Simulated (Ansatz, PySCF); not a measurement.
Molecule: C2H8ClSi2 (charge 0, doublet). SMILES: C[SiH](C)[SiH]Cl
Coordinates optimised at B3LYP-D3(BJ)/def2-TZVP (Ansatz, a quantum-chemistry and plane-wave program):
```
Si
H 1 1.4872
C 1 1.8764 2 110.40
H 3 1.0909 1 111.32 2 54.79
H 3 1.0917 4 108.04 1 -121.38
H 3 1.0922 4 108.21 5 -116.83
C 1 1.8804 2 110.10 3 -123.12
H 7 1.0908 1 111.38 2 -55.77
H 7 1.0914 8 108.13 1 121.43
H 7 1.0930 8 108.21 9 117.04
Si 1 2.3503 2 106.73 7 -119.62
H 11 1.4907 1 115.68 2 61.36
Cl 11 2.0927 12 105.80 1 -118.98
```
Charge 0, spin multiplicity 2.

Unscaled harmonic wavenumbers (cm⁻¹) in rising order, each level at the stationary point that it reaches from this structure (no distance between atoms moves by over 0.3 Å); the order of modes can differ between levels, and a negative number is imaginary. B3LYP-D3(BJ)/def2-TZVP (PySCF, at the structure above): 36, 76, 142, 158, 168, 200, 244, 383, 493, 515, 629, 642, 674, 708, 727, 777, 870, 887, 904, 1285, 1294, 1454, 1458, 1463, 1470, 2159, 2190, 3028, 3032, 3098, 3101, 3110, 3112.

HF/3-21G (Ansatz): 38, 75, 152, 153, 161, 204, 244, 361, 454, 502, 668, 705, 741, 758, 769, 898, 999, 1000, 1008, 1472, 1480, 1623, 1627, 1633, 1635, 2253, 2274, 3188, 3190, 3260, 3262, 3270, 3271. Zero-point energy 61.9 against 57.9 kcal/mol; where all levels lie over 400 cm⁻¹, the wavenumbers are on average 1.079 times those of B3LYP-D3(BJ)/def2-TZVP.

HF/6-31G* (Ansatz): 36, 87, 156, 161, 169, 211, 264, 417, 549, 558, 678, 683, 743, 747, 806, 851, 955, 981, 988, 1450, 1458, 1599, 1603, 1609, 1611, 2336, 2359, 3193, 3195, 3262, 3264, 3271, 3272. Zero-point energy 62.2 against 57.9 kcal/mol; where all levels lie over 400 cm⁻¹, the wavenumbers are on average 1.085 times those of B3LYP-D3(BJ)/def2-TZVP.

B3LYP/6-31G* (Ansatz): 33, 75, 143, 154, 161, 197, 244, 377, 495, 515, 633, 637, 682, 704, 742, 792, 891, 908, 916, 1322, 1332, 1486, 1490, 1496, 1501, 2180, 2205, 3046, 3049, 3119, 3123, 3132, 3134. Zero-point energy 58.5 against 57.9 kcal/mol; where all levels lie over 400 cm⁻¹, the wavenumbers are on average 1.012 times those of B3LYP-D3(BJ)/def2-TZVP.
